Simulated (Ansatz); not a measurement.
C₇H₁₂O₂, singlet, at a GFN2-xTB geometry; REVPBE/6-31G* (Ansatz, a quantum-chemistry and plane-wave program).

Input for Ansatz:
Ansatz 0.2 input:
```yaml
crystal:
  periodic: [false, false, false]
  atoms:
    - {symbol: C, position_ang: [3.45892219, -0.31080172, 0.07113207]}
    - {symbol: C, position_ang: [2.24550772, -0.73718756, -0.24378480]}
    - {symbol: C, position_ang: [1.03991795, 0.05605322, 0.10234703]}
    - {symbol: O, position_ang: [1.06710931, 1.11674681, 0.67866389]}
    - {symbol: O, position_ang: [-0.05373192, -0.57898441, -0.31727737]}
    - {symbol: C, position_ang: [-1.37709606, -0.02642729, -0.10964455]}
    - {symbol: C, position_ang: [-1.50525668, 1.31735132, -0.82662763]}
    - {symbol: C, position_ang: [-1.65840556, 0.11926591, 1.38563779]}
    - {symbol: C, position_ang: [-2.31528824, -1.05979067, -0.73422633]}
    - {symbol: H, position_ang: [4.34839884, -0.86763118, -0.16885130]}
    - {symbol: H, position_ang: [3.58344454, 0.62725456, 0.58777080]}
    - {symbol: H, position_ang: [2.05985958, -1.66673944, -0.76004942]}
    - {symbol: H, position_ang: [-2.52638464, 1.67901276, -0.74429864]}
    - {symbol: H, position_ang: [-0.83522804, 2.04829783, -0.38246223]}
    - {symbol: H, position_ang: [-1.25429965, 1.20451065, -1.87936634]}
    - {symbol: H, position_ang: [-1.51506904, -0.83549141, 1.88749867]}
    - {symbol: H, position_ang: [-2.68410331, 0.44517775, 1.53397844]}
    - {symbol: H, position_ang: [-0.98817147, 0.85181966, 1.82683543]}
    - {symbol: H, position_ang: [-2.08566729, -1.18201923, -1.78948370]}
    - {symbol: H, position_ang: [-3.34675000, -0.73650759, -0.63055272]}
    - {symbol: H, position_ang: [-2.19285664, -2.02056277, -0.24111255]}
basis:
  gaussian:
    orbitals: 6-31G*
hamiltonian:
  xc: revpbe
accuracy: high
```

Q: Write the output that Ansatz gives for this input, abridged.

A: 
```
Functional definition: revPBE
3899 factors; integrals over basis functions are off by at most 1.5e-8 eV
mean field evaluation 1: about -11529.1078 eV, gradient 8.6e1 eV
mean field evaluation 2: about -11508.9854 eV, gradient 1.3e2 eV
mean field evaluation 4: about -11545.0122 eV, gradient 9.1e0 eV
mean field evaluation 8: about -11545.1553 eV, gradient 5.8e-1 eV
mean field evaluation 16: about -11545.1562 eV, gradient 8.1e-5 eV
mean field -11545.15618899 eV, -424.2766643576 hartree, gradient 6.9e-8 eV, S^2 0.000000; 0 other end points of the search recorded, 0 dependent functions left out
reference -11545.15619298 eV, -424.2766645042 hartree; 35, 35 occupied and 124, 124 virtual orbitals, 3899 factors
Total energy: -11545.15619298 eV, -424.2766645042 hartree
```
